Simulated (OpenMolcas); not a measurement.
S+: Slater's ratio, thermal populations, worked from levels

* Program: OpenMolcas 26.06
* Basis: ANO-R2 [5s4p3d1f]
* Scalar Hamiltonian: X2C, finite nucleus
* Active space: 3 electrons in 3 orbitals (3p)
* State averaging: 2S+1 = 4 odd, 1 root; 2S+1 = 2 odd, 8 roots
* Spin-orbit coupling: RASSI with atomic mean-field integrals over the reference wave functions, term energies averaged over their components

Methods: CASSCF; SS-CASPT2, IPEA 0.25 Eh, imaginary shift 0.1 Eh (closed shells correlated: 2s 2p 3s). Measured levels: NIST Handbook of Basic Atomic Spectroscopic Data.

**Slater's ratio.** With one set of orbitals, p3 has ²D° - ⁴S° = 9 F2 and ²P° - ²D° = 6 F2 (F2 = F²/25), a ratio of 2/3. Term energies are centres of gravity, weighted by 2J + 1.

```json
{"Source": "CASSCF", "²D° - ⁴S°": "19210", "²P° - ⁴S°": "31884", "F2 from the first": "2134", "Ratio": "0.660"}
{"Source": "SS-CASPT2", "²D° - ⁴S°": "15807", "²P° - ⁴S°": "26509", "F2 from the first": "1756", "Ratio": "0.677"}
{"Source": "measured", "²D° - ⁴S°": "14872", "²P° - ⁴S°": "24556", "F2 from the first": "1652", "Ratio": "0.651"}
```

Energies in cm-1. A ratio away from 2/3 shows effects beyond one configuration with one set of orbitals, and in heavier atoms second-order spin-orbit shifts.

**Thermal populations.** Z = Σ (2J + 1) exp(-E/kT) with k = 0.695035 cm-1/K, over the levels below. No other level of either list lies under 79300 cm-1, which is above 7 kT at each temperature.

```tsv
Level	2J + 1	SS-CASPT2	measured
3s² 3p³ ⁴S°_3/2	4	0.0	0.0
3s² 3p³ ²D°_3/2	4	15790	14853
3s² 3p³ ²D°_5/2	6	15820	14885
3s² 3p³ ²P°_1/2	2	26490	24525
3s² 3p³ ²P°_3/2	4	26520	24572
```

```json
{"T (K)": "8000", "Z, SS-CASPT2": "4.633", "Z, measured levels": "4.762", "Ground level (%), SS-CASPT2": "86.3", "Ground level (%), measured levels": "84.0"}
{"T (K)": "12000", "Z, SS-CASPT2": "5.753", "Z, measured levels": "5.997", "Ground level (%), SS-CASPT2": "69.5", "Ground level (%), measured levels": "66.7"}
```

At 12000 K, kT = 8340 cm-1, and the computed levels give Z = 4.000 + 0.602 + 0.900 + 0.083 + 0.166 = 5.753.

CASPT2 does not keep the components of a term degenerate, so their means are used; among the terms shown or strongly mixed into the levels shown the widest spread is 98 cm-1 (3s² 3p³ ²D°, SS-CASPT2). With the s shell closed, the reference lacks s² → p² mixing. Without dynamic correlation excited terms often stand tens of per cent too high (terms of higher spin than the ground term too low), and those without a measured partner can miss by more than the paired ones (holds for CASSCF). Measured partners are found by configuration, term and J. A level has none where our copy of the source lacks it or the pairing is in doubt (some pairs that miss far off the trend of their configuration count as doubtful), and it then counts in no deviation. Levels of configurations outside the active space are missing.

° marks odd parity.
